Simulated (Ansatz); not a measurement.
Consider the redistribution: `Br[Si]1(I)C=N1` + `[F][GeH2][Cl]` → `Br[SiH]1C=N1` + `[F][GeH]([Cl])[I]`.

Isolated molecules relaxed with PBE0-D4/def2-TZVP in Ansatz; ΔE leaves out vibrations. CCSD(T)/CBS adds triple-zeta CCSD(T) − MP2 to the extrapolated MP2 energy (def2 sets, frozen cores). DFT in def2-TZVPP. HSE06 is defined as in plane-wave codes. Elements past krypton have def2 core potentials. For Br, Ge, I outer-core shells are correlated without core-valence functions, which leaves a few kJ/mol of doubt a bond. Scalar relativity is left out up to krypton.

`Br[Si]1(I)C=N1`:

```xyz
6

Br    1.646   -0.990    1.686
Si   -0.038   -0.269    0.487
I    -2.120   -0.498    1.656
C     0.174    0.715   -0.954
N     0.004   -0.525   -1.259
H     0.333    1.567   -1.617
```

`[F][GeH2][Cl]`:

```xyz
5

F     0.666   -0.346    1.514
Ge   -0.060    0.141    0.022
Cl    0.251   -1.462   -1.350
H     0.701    1.373   -0.466
H    -1.558    0.295    0.281
```

`Br[SiH]1C=N1`:

```xyz
6

Br    0.199   -2.246   -1.148
Si    0.175   -0.570    0.268
C    -0.053    1.103   -0.240
N    -1.154    0.602    0.188
H     0.700   -0.989    1.574
H     0.133    2.100   -0.643
```

`[F][GeH]([Cl])[I]`:

```xyz
5

F     1.148    0.280   -1.288
Ge    0.000   -0.150   -0.075
Cl   -1.823    0.789   -0.635
I     0.826    0.750    2.080
H    -0.151   -1.670   -0.082
```

```
       level  ΔE (kcal/mol)
       HSE06           -1.0
MP2/def2-SVP           -1.6
```

(1) What does CCSD(T)/CBS give? (Best estimate.)

Largest T1 diagnostic among the species: 0.012.

Results:

(1) Computed: 0.0 kcal/mol. The listed levels differ from it by -1.0, -1.6 kcal/mol.

At CCSD(T), def2-SVP lies −2.4 kcal/mol from the extrapolated value and def2-TZVPP −0.6 kcal/mol. The D4 term adds +0.9 kcal/mol with B3LYP and +0.5 kcal/mol with PBE0; it sums over pairs of atoms, weighted by their polarisabilities, and B3LYP, whose exchange is more repulsive, gets the larger term.

B3LYP here is the variant with VWN-RPA as its local correlation; programs differ in this.
